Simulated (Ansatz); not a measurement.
The first iterations of a band of AlH$_{4}$NO$_{2}$ (8 atoms, charge 0, multiplicity 1).

The calculation used RKS B3LYP-D4/def2-SVPD (Ansatz 0.2.0).

- movable images: 2
- climbing image: no
- spring: 5.0 eV/Å²
- optimiser: quadratic models (default)
- start path: through a guess of the saddle point
- force threshold: 0.05 eV/Å
- iteration limit: 60
- end points: relaxed

Image 0:

```xyz
8
Properties=species:S:1:pos:R:3
N -0.466 1.384 0.161
Al 0.031 -0.307 -0.018
O 1.599 -0.797 -0.510
O -1.140 -1.504 0.325
H 0.116 2.194 -0.007
H -1.393 1.666 0.453
H 2.348 -0.241 -0.728
H -1.002 -2.451 0.269
```

Image 3:

```xyz
8
Properties=species:S:1:pos:R:3
N -0.478 1.237 0.162
Al 0.168 -0.404 -0.062
O 1.774 -0.705 -0.565
O -0.768 -1.810 0.207
H 0.042 2.091 0.005
H -1.420 1.453 0.465
H 2.457 -0.060 -0.753
H -1.683 -1.858 0.484
```

| iteration | highest image above the first end (eV) | largest band force component (eV/Å) |
| --- | --- | --- |
| 1 | 4.073 | 15.552 |
| 2 | 1.346 | 8.605 |
| 3 | 0.622 | 2.620 |
| 4 | 0.308 | 0.875 |

Problem. Does the band converge within its limit, and where does its top end?

Solution. The run converged. It ended after 12 iterations with the highest image 0.110 eV above the first end. No image climbed, so the highest image needn't sit at the top of the path. So few images can step over the top or miss a turn of the path.

Run time: 68 s on 2 threads of Intel(R) Xeon(R) Platinum 8259CL CPU @ 2.50GHz (Skylake/Cascade Lake), with other jobs on the host, peak memory 0.29 GiB.
